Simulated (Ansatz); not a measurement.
A nudged elastic band was laid between two geometries of BH$_{2}$O$_{2}$S (6 atoms, charge 0, multiplicity 2).

Level of theory: Ansatz 0.2.0, UKS PBE/def2-SVPD.

- movable images: 7
- climbing image: yes
- spring: 5.0 eV/Å²
- optimiser: quadratic models (default)
- start path: through a guess of the saddle point
- force threshold: 0.05 eV/Å
- iteration limit: 60
- end points: relaxed

First end point:

```xyz
6
Properties=species:S:1:pos:R:3
O 0.166 1.054 -0.387
B -0.135 -0.240 -0.020
O 0.611 -0.868 0.938
S -1.521 -1.153 -0.792
H -0.400 1.444 -1.072
H 1.321 -0.301 1.287
```

Last end point:

```xyz
6
Properties=species:S:1:pos:R:3
O 0.352 1.160 -0.917
B 0.449 -0.058 -0.317
O 1.432 -0.899 -0.131
S -1.018 -1.048 0.463
H -0.537 1.550 -0.885
H -0.637 -0.769 1.741
```

**Question.** Which bonds break or form, and what moves?

**Answer.** Bonds broken: O3–H6. Bonds formed: S4–H6.

**Question.** What energy profile does the band end with?

**Answer.** The run converged. The highest image is number 5 of 0 to 8, 1.53 eV above the first end and 0.68 eV above the last; the last end lies 0.85 eV above the first. The profile has 2 maxima (images 2, 5) with wells between them (image 3): this band takes more than one step, which may be the mechanism or a detour left from its start path. Neighbouring images differ by up to 1.2 eV, so the band resolves the path poorly. A vibrational analysis at the climbing image gives one clearly imaginary mode, 1439i cm⁻¹: a first-order saddle point.

```
image  path coordinate (Å)  energy (eV)  O3–H6 (Å)  S4–H6 (Å)
    0                 0.00         0.00       0.97       3.62
    1                 0.58         0.18       0.97       3.45
    2                 1.15         0.20       0.97       3.12
    3                 1.73         0.01       0.97       2.92
    4                 2.31         0.32       1.00       2.21
    5                 2.89         1.53       1.42       1.52
    6                 3.38         1.08       2.04       1.37
    7                 3.87         0.88       2.51       1.36
    8                 4.36         0.85       2.79       1.36
```

**Question.** What is the geometry of the highest image?

**Answer.** 
```xyz
6
Properties=species:S:1:pos:R:3
O 0.385 1.253 -0.756
B 0.210 0.100 -0.070
O 1.123 -0.658 0.592
S -1.243 -1.048 0.249
H -0.415 1.603 -1.180
H -0.019 -1.315 1.120
```

The band took 15 iterations and roughly 6 core-minutes.

Time of the run: 2.9 min on 2 threads of Intel(R) Xeon(R) Platinum 8488C (Sapphire Rapids), on a shared host, peak memory 0.24 GiB.
